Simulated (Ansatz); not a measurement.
Geometry optimisation, UKS PBE/def2-SVP in Ansatz 0.2.0.

input.yaml

```yaml
crystal:
  periodic: [false, false, false]
  atoms:
    - { symbol: Sn, position_ang: [0.000548, 3.5e-05, -0.228621] }
    - { symbol: Cl, position_ang: [-0.015137, 0.010061, 2.161549] }
    - { symbol: Cl, position_ang: [2.207173, -0.002306, -1.036581] }
    - { symbol: Cl, position_ang: [-1.09848, 1.908114, -1.048492] }
    - { symbol: Cl, position_ang: [-1.097795, -1.911464, -1.041798] }
    - { symbol: "N", position_ang: [-0.049039, 0.031079, 5.091074] }
    - { symbol: H, position_ang: [-0.410264, -0.699724, 5.743016] }
    - { symbol: H, position_ang: [0.465394, 0.664205, 5.742352] }
magnetization:
  spin_polarized: true
  initial_magnetization: 1
basis:
  gaussian: { orbitals: def2-SVP }
hamiltonian:
  xc: pbe
relax:
  f_tol: 0.03
  max_steps: 50
```

Command:

```bash
$ ansatz run input.yaml --threads 4 --pin off --max-ram 5120MiB --backend cpu --events-out ev --progress --plain --runs-dir out
```

Where does it end, and by what steps?

It converged. After 2 steps the energy has fallen by 0.015 eV; Cl2 moved furthest, 0.03 Å.

| step | energy less start (eV) | largest force component (eV/Å) | accepted |
| --- | --- | --- | --- |
| 0 | 0.0000 | 0.601 | yes |
| 1 | -0.0131 | 0.179 | yes |
| 2 | -0.0146 | 0.008 | yes |

```xyz
8
Properties=species:S:1:pos:R:3
Sn -0.002 0.001 -0.206
Cl -0.019 0.013 2.136
Cl 2.206 -0.002 -1.014
Cl -1.098 1.907 -1.039
Cl -1.098 -1.910 -1.025
N -0.039 0.025 5.074
H -0.412 -0.699 5.728
H 0.464 0.665 5.729
```

Run time: 3.1 s on 4 threads of AMD EPYC 9R45 96-Core Processor (Zen 5), with other jobs on the host, peak memory 0.23 GiB.
